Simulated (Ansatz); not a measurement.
H$_{5}$O$_{2}$Si$_{2}$, SMILES `O[SiH][SiH2]O` radical, relaxed with UKS PBE0-D4/def2-TZVP in the Gaussian-basis code of Ansatz from a GFN2-xTB geometry. The force threshold is 0.005 eV/Å; the program also tests the step.

Total charge 0; spin multiplicity 2.

Start:

```xyz
9

O     0.883    0.830    2.051
Si    0.938   -0.215    0.793
Si   -0.882    0.004   -0.559
O    -0.707   -1.074   -1.776
H     1.326    1.676    2.065
H     2.297   -0.097    0.218
H    -1.163    1.190   -1.377
H    -2.106   -0.311    0.198
H    -0.586   -2.004   -1.612
```

**Question.** How much energy does the relaxation release, and in how many steps? (An estimate is asked.)

**Answer.** Ansatz gave: 0.23 eV, in 13 steps, 1 of them rejected.

**Question.** Which bonds change most? (An estimate is asked.)

**Answer.** Ansatz gave: Si2–Si3 from 2.277 to 2.347 Å; O1–Si2 from 1.637 to 1.659 Å; Si2–H6 from 1.480 to 1.499 Å; Si3–O4 from 1.636 to 1.653 Å.

**Question.** Give the relaxed structure. (Estimate.)

**Answer.** The calculation gave: 
```xyz
9

O     0.713    0.832    2.032
Si    1.017   -0.042    0.656
Si   -0.892   -0.027   -0.708
O    -0.833   -1.309   -1.750
H     1.471    1.182    2.504
H     2.277    0.456    0.014
H    -1.017    1.167   -1.583
H    -2.072   -0.089    0.201
H    -0.665   -2.171   -1.366
```
